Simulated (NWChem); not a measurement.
# C₄H₃F; SMILES C#C/C=C\F

Program: NWChem. Geometry: optimised at PBE-D3(BJ)/def2-SVP.

For level PBE0/def2-SVP:

```yaml
highest occupied level (eV): -6.96
orbital gap (eV): 6.07
dipole (D): 1.32
```

Problem. How do the values read with level PBE/def2-SVP instead?

Solution. The highest occupied level (eV) comes out as -5.80 and the orbital gap (eV) is 4.04. The dipole (D) is 1.17.
